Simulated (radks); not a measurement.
Excited configurations of Gd: one electron is placed in a higher orbital outside [Xe] 4f7 5d1 6s1. The ground configuration is [Xe] 4f7 5d1 6s2. All-electron calculation, scalar-relativistic Kohn-Sham, PBE, spin-polarised, spherical densities, point nucleus; open shells are filled with parallel spins first (spin-orbit coupling, left out, can overturn this in heavy ions). Program: a radial shooting solver on a logarithmic mesh with Libxc functionals. Excitation = E - E(ground); binding = E(ion) - E, where the ion is the core of charge +1; n* = 1/sqrt(2 binding) in atomic units, and the quantum defect is n - n*.

| outer orbital | excitation (eV) | binding (eV) | n* | quantum defect | eigenvalue (eV) | <r> (bohr) |
|---|---|---|---|---|---|---|
| 5f | 5.010 | 0.985 | 3.717 | 1.283 | -0.469 | 16.11 |
| 6f | 5.291 | 0.704 | 4.395 | 1.605 | -0.402 | 27.06 |
| 7d | 4.966 | 1.029 | 3.636 | 3.364 | -0.603 | 19.76 |
| 7f | 5.472 | 0.523 | 5.098 | 1.902 | -0.329 | 40.01 |

Estimate the row for 7s.

Answer. excitation (eV) 3.652; binding (eV) 2.343; n* 2.410; quantum defect 4.590; eigenvalue (eV) -1.440; <r> (bohr) 9.553. The Delta-SCF ionisation energy is 5.995 eV (NIST Atomic Spectra Database: 6.150 eV, measured). Self-interaction in the functional shifts the binding energies and quantum defects, so they are the method's values and not measured ones. Open shells are spherical and high-spin; term and fine-structure splittings are not resolved. Spin-orbit splitting is averaged out at the scalar-relativistic level.
